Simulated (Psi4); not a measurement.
triplet silylene (H2Si), triplet, at a GFN2-xTB geometry. Base run: Psi4 with HF/3-21G.

The Psi4 input:
```
memory 2 GB

molecule mol {
0 3
  Si   -0.006391   -0.001951    0.085235
  H     0.045667    1.283842   -0.567511
  H     0.043812   -1.256535   -0.625785
}

set basis 3-21g
set reference uhf

energy('scf')
print_variables()
```

The base run was repeated with changes; each row names its change, and settings that it needs were set with it.

| change | ΔE vs base (eV) | point group used | SCF cycles |
|---|---|---|---|
| base | 0.00 | cs | 8 |
| molecule keys = symmetry c1 | 0.00 | c1 | 8 |
| molecule keys = symmetry c1, no_reorient, no_com | 0.00 | c1 | 8 |
| molecule keys = no_reorient | 0.00 | c1 | 8 |
| jitter_ang = 0.002 | 0.00 | cs | 8 |

Open shells are given as the SCF converged; they aren't shown to be the lowest states, and a large step between rows can be another state.
